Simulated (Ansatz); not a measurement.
`CCC[CH](Cl)[InH2]` + CH₄ → `[CH3][InH2]` + `CCCCCl`  (formal exchange of groups at the In–C bond)

Isolated molecules relaxed with PBE0-D4/def2-TZVP in Ansatz; ΔE leaves out vibrations. CCSD(T)/CBS is the MP2 limit (def2-TZVPP, def2-QZVPP) plus CCSD(T) − MP2 in def2-TZVPP, frozen cores. This one scheme is used for every species. Functionals use def2-TZVPP. Elements past krypton have def2 core potentials. For In outer-core shells are correlated without core-valence functions, which leaves a few kJ/mol of doubt a bond. One conformer a species, not always the lowest.

`CCC[CH](Cl)[InH2]`:

Z-matrix (Å, degrees):
```
C
C 1 1.522
H 1 1.092 2 111.3
H 1 1.094 2 111.4 3 -119.8
H 1 1.097 2 112.1 3 118.2
C 2 1.527 1 114.9 3 169.9
H 2 1.096 1 109.5 3 -66.5
H 2 1.094 1 108.8 3 48.9
C 6 1.510 2 112.4 1 61.5
H 6 1.096 2 109.6 1 -60.9
H 6 1.097 2 108.8 1 -176.8
Cl 9 1.822 6 110.1 2 174.1
In 9 2.176 6 118.4 2 -74.8
H 9 1.091 6 111.0 2 58.8
H 13 1.721 9 119.7 6 145.1
H 13 1.722 9 115.4 6 -39.5
```

CH₄:

Cartesian coordinates in Å:
```
C 0.000 0.000 0.000
H -0.767 -0.530 0.564
H -0.114 -0.217 -1.062
H 0.985 -0.325 0.333
H -0.104 1.072 0.165
```

`[CH3][InH2]`:

Cartesian coordinates in Å:
```
C -0.658 0.670 0.370
In 0.763 -0.746 -0.412
H -0.319 1.696 0.230
H -1.611 0.548 -0.154
H -0.840 0.489 1.430
H 1.978 -0.250 -1.540
H 0.687 -2.406 0.075
```

`CCCCCl`:

Z-matrix (Å, degrees):
```
C
C 1 1.518
H 1 1.092 2 111.4
H 1 1.094 2 111.4 3 120.2
H 1 1.093 2 111.1 3 -120.0
C 2 1.519 1 112.5 3 -179.9
H 2 1.094 1 109.9 3 58.3
H 2 1.096 1 109.8 3 -58.2
C 6 1.510 2 114.4 1 179.3
H 6 1.098 2 109.5 1 59.3
H 6 1.095 2 110.1 1 -57.3
Cl 9 1.790 6 112.2 2 65.5
H 9 1.091 6 111.6 2 -53.6
H 9 1.089 6 111.6 2 -175.6
```

**Question.** Is it downhill or uphill in electronic energy at CCSD(T)/CBS, and by how much? (Estimate.)

**Answer.** Ansatz gave: Uphill: ΔE = +10.9 kJ/mol.

**Question.** What do these levels give: revPBE-D4, r2SCAN0-D4, r2SCAN, MP2/def2-SVP, CCSD(T)/def2-TZVPP, HF/def2-QZVPP? (Best estimate.)

**Answer.** Ansatz gave: revPBE-D4 6.0, r2SCAN0-D4 1.3, r2SCAN 3.2, MP2/def2-SVP 7.5, CCSD(T)/def2-TZVPP 3.8, HF/def2-QZVPP -19.6 kJ/mol.

Largest T1 diagnostic among the species: 0.013.

From BLYP to BHLYP (50 % exact exchange), in def2-TZVPP and without D4, ΔE moves by −3.5 kJ/mol. The D4 term adds +13.2 kJ/mol with B3LYP and +7.4 kJ/mol with PBE0; it sums over pairs of atoms, weighted by their polarisabilities, and B3LYP, whose exchange is more repulsive, gets the larger term. At CCSD(T), def2-SVP lies −3.9 kJ/mol from the extrapolated value and def2-TZVPP −7.0 kJ/mol.

B3LYP here is the variant with VWN-RPA as its local correlation; programs differ in this.
